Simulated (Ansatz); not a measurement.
Reaction (atomization): `[F][Ge]([F])([Cl])[Cl]` → 2 Cl• + 2 F• + Ge•

Computed with Ansatz on PBE0-D4/def2-TZVP structures; ΔE is electronic, products minus reactants. CCSD(T)/CBS adds triple-zeta CCSD(T) − MP2 to the extrapolated MP2 energy (def2 sets, frozen cores). This one scheme is used for every species, atoms too. Functionals use def2-TZVPP. Open shells (•) are unrestricted, without spin–orbit coupling. Spin–orbit coupling would lower the free atoms: a little for Cl, F; clearly for Ge. For Ge outer-core shells are correlated without core-valence functions, so the limit isn't a true one: a few kJ/mol of doubt a bond, and 10 to 20 or more in all where bonds break to atoms. Scalar relativity is left out up to krypton.

CCSD(T)/CBS gives +1670.2 kJ/mol.

Another level gave +1625.4 kJ/mol. Which?
A. ωB97X-V/def2-TZVPP
B. revPBE/def2-TZVPP
C. PBE-D4/def2-TZVPP
D. CAM-B3LYP/def2-TZVPP

D. CAM-B3LYP 1625.4, PBE-D4 1703.8, ωB97X-V 1675.3, revPBE 1597.4 kJ/mol.

Largest T1 diagnostic among the species: 0.011.

At CCSD(T), def2-SVP lies −153.2 kJ/mol from the extrapolated value and def2-TZVPP −46.4 kJ/mol: correlation converges slowly with the basis, and small sets miss more of it in the bonded molecule than in its fragments. From PBE to PBE0 (25 % exact exchange), in def2-TZVPP and without D4, ΔE moves by −55.7 kJ/mol: exact exchange takes away binding that semilocal exchange gives to molecules.

For atomizations the MP2-based limit and the directly extrapolated one differ by several kJ/mol either way, and by 10 to 25 for some Ge, Se and Sn compounds, so smaller differences from it don't rank the levels.
